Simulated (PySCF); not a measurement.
**Electron correlation in Be (beryllium, neutral)**

[He] 2p2, high-spin 3P determinant (an excited configuration). All numbers are calculated (PySCF 2.14, no relativity, point nucleus, in def2-TZVPPD (5s4p1d, 22 functions)). Frozen: 1s2; 2 electrons correlated.

With two correlated electrons CCSD is exact within the correlated space (frozen core and kept virtual orbitals).

| level | correlation energy (mhartree) |
| --- | --- |
| CCSD | -7.64 |

Diagnostics: T1 = 0.0029, D1 = 0.0041, largest double amplitude 0.064.

Question: Is a single reference adequate?

Answer: Yes: T1 lies below 0.03 and no double amplitude reaches 0.07.
